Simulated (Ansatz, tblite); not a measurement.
Forces on B(CH2SiH3)3 (C3H15BSi3) at its PBE-D4/def2-SVP geometry. Total charge 0; singlet.

The xTB rows come from tblite.

GFN1-xTB (tblite), largest force 0.95 eV/Å:

```xyz
22
positions Å, forces eV/Å
B     0.099    0.303   -0.075    0.045    0.162   -0.048
C    -0.719    0.760    1.192   -0.167   -0.013    0.330
Si   -1.459   -0.729    2.115   -0.345   -0.739    0.410
H    -0.052    1.231    1.948   -0.187    0.027   -0.364
H    -1.546    1.465    0.965    0.440   -0.072   -0.019
H    -2.319   -1.573    1.213    0.446    0.417    0.505
H    -0.359   -1.600    2.660   -0.610    0.455   -0.266
H    -2.309   -0.264    3.269    0.470   -0.259   -0.633
C     1.499   -0.388    0.109    0.426    0.007   -0.001
Si    2.841    0.959    0.071    0.641    0.695   -0.014
H     1.624   -0.913    1.080   -0.228    0.002   -0.371
H     1.753   -1.087   -0.717   -0.263    0.075    0.349
H     2.804    1.711   -1.233    0.049   -0.399    0.702
H     2.630    1.947    1.189    0.146   -0.523   -0.600
H     4.211    0.353    0.229   -0.750    0.341   -0.089
C    -0.460    0.528   -1.528   -0.267   -0.088   -0.282
Si   -1.635   -0.881   -2.031   -0.550   -0.721   -0.219
H    -1.058    1.460   -1.627    0.398   -0.186    0.072
H     0.342    0.534   -2.296   -0.165    0.197    0.350
H    -1.011   -2.224   -1.757   -0.356    0.711   -0.168
H    -2.932   -0.793   -1.274    0.666   -0.041   -0.451
H    -1.943   -0.797   -3.504    0.160   -0.049    0.808
```

GFN2-xTB (tblite), largest force 0.79 eV/Å:

```
B -0.005 -0.004 -0.005
C 0.072 0.298 0.225
Si -0.330 -0.643 0.251
H -0.392 -0.063 -0.502
H 0.524 -0.284 0.137
H 0.352 0.350 0.376
H -0.455 0.355 -0.187
H 0.370 -0.153 -0.457
C 0.136 -0.267 0.014
Si 0.523 0.597 -0.016
H -0.156 0.147 -0.614
H -0.222 0.242 0.548
H 0.033 -0.309 0.536
H 0.100 -0.405 -0.454
H -0.578 0.222 -0.065
C -0.002 0.219 -0.252
Si -0.440 -0.595 -0.108
H 0.477 -0.417 0.000
H -0.410 0.184 0.445
H -0.253 0.554 -0.129
H 0.521 -0.023 -0.331
H 0.137 -0.007 0.588
```

PBE0-D4/def2-TZVP (Ansatz), largest force 0.52 eV/Å:

```
B 0.005 0.008 -0.007
C -0.057 0.124 0.149
Si -0.003 0.026 0.014
H -0.298 -0.203 -0.334
H 0.389 -0.327 0.109
H 0.188 0.179 0.181
H -0.226 0.187 -0.117
H 0.184 -0.094 -0.253
C 0.142 -0.116 0.017
Si 0.018 -0.030 0.005
H -0.064 0.235 -0.448
H -0.116 0.314 0.382
H 0.003 -0.159 0.272
H 0.039 -0.208 -0.234
H -0.302 0.128 -0.033
C -0.040 0.076 -0.181
Si 0.002 0.034 -0.025
H 0.282 -0.429 0.043
H -0.367 0.006 0.353
H -0.130 0.285 -0.050
H 0.280 -0.017 -0.157
H 0.072 -0.017 0.316
```
